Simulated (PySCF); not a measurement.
Au (gold, neutral) across methods

[Xe] 4f14 5d10 6p1, 2P determinant (an excited configuration). All numbers are calculated (PySCF 2.14, scalar relativity through the core potential, in aug-cc-pVDZ-PP with ECP60MDF). The B2PLYP total includes its PT2 part (frozen core); its orbital energies are those of the SCF part.

```csv
method,E (hartree),mean ε 5d α (eV),mean ε 5d β (eV),mean ε 6p α (eV),Σ⟨r²⟩ (bohr²),⟨S²⟩
PBE0,-135.5086,-10.646,-10.563,-2.652,64.49,0.790
wB97X,-135.5258,-13.099,-13.054,-3.804,65.33,0.773
UHF,-134.62554,-14.844,-14.833,-3.556,69.27,0.795
B2PLYP,-135.2954,-12.168,-12.112,-2.950,66.02,0.788
LDA,-135.2969,-9.182,-9.087,-2.265,63.43,0.770
MN15,-135.2748,-11.438,-11.350,-3.081,63.91,0.865
PBE,-135.5467,-9.017,-8.921,-2.202,64.19,0.790
r2SCAN,-135.5593,-9.234,-9.160,-2.327,62.78,0.890
BP86,-135.6480,-9.119,-9.033,-2.327,63.52,0.794
```

Energies and moments cover only the electrons outside the core potential. Spin-orbit coupling, absent here, splits the open shell strongly.
